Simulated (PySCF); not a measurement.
SMILES C[CH2][Sn]([F])([F])[CH2]C (C4H10F2Sn), GFN2-xTB optimised geometry.

```
17

C     -2.41    -0.11     0.06
C     -1.20     0.78     0.00
Sn     0.71    -0.50     0.00
F      0.33    -1.73    -1.59
F      0.35    -1.69     1.63
C      3.01    -0.50     0.00
C      3.58    -0.51     1.39
H     -2.45    -0.77    -0.80
H     -3.31     0.51     0.06
H     -2.41    -0.71     0.96
H     -1.10     1.42     0.87
H     -1.14     1.36    -0.92
H      3.22    -1.42    -0.54
H      3.31     0.36    -0.59
H      4.66    -0.65     1.33
H      3.39     0.43     1.91
H      3.16    -1.32     1.98
```

Density from PBE0/def2-SVP, def2 effective core potentials past Kr (PySCF) at that geometry. The core electrons that the potentials of Sn replace are not part of the density.

Minimum of the electron density along straight lines between bonded atoms, close to the bond critical point (lines longer than 1.1 times the sum of covalent radii, or with two minima, are not listed):

| bond | length / Å | ρ at the minimum / e bohr⁻³ | ∇²ρ there / e bohr⁻⁵ | position (fraction from the first atom) |
|---|---|---|---|---|
| C1–C2 | 1.502 | 0.250 | -0.58 | 0.48 |
| C2–Sn3 | 2.302 | 0.082 | 0.05 | 0.49 |
| Sn3–F4 | 2.040 | 0.085 | 0.45 | 0.52 |
| Sn3–F5 | 2.042 | 0.085 | 0.45 | 0.52 |
| Sn3–C6 | 2.299 | 0.082 | 0.05 | 0.51 |
| C6–C7 | 1.503 | 0.250 | -0.58 | 0.51 |
| C1–H8 | 1.088 | 0.278 | -1.04 | 0.63 |
| C1–H9 | 1.091 | 0.273 | -0.99 | 0.62 |
| C1–H10 | 1.088 | 0.278 | -1.04 | 0.63 |
| C2–H11 | 1.087 | 0.278 | -1.03 | 0.63 |
| C2–H12 | 1.087 | 0.278 | -1.03 | 0.63 |
| C6–H13 | 1.088 | 0.278 | -1.04 | 0.64 |
| C6–H14 | 1.087 | 0.278 | -1.03 | 0.63 |
| C7–H15 | 1.091 | 0.273 | -0.99 | 0.62 |
| C7–H16 | 1.088 | 0.277 | -1.01 | 0.62 |
| C7–H17 | 1.088 | 0.279 | -1.04 | 0.63 |
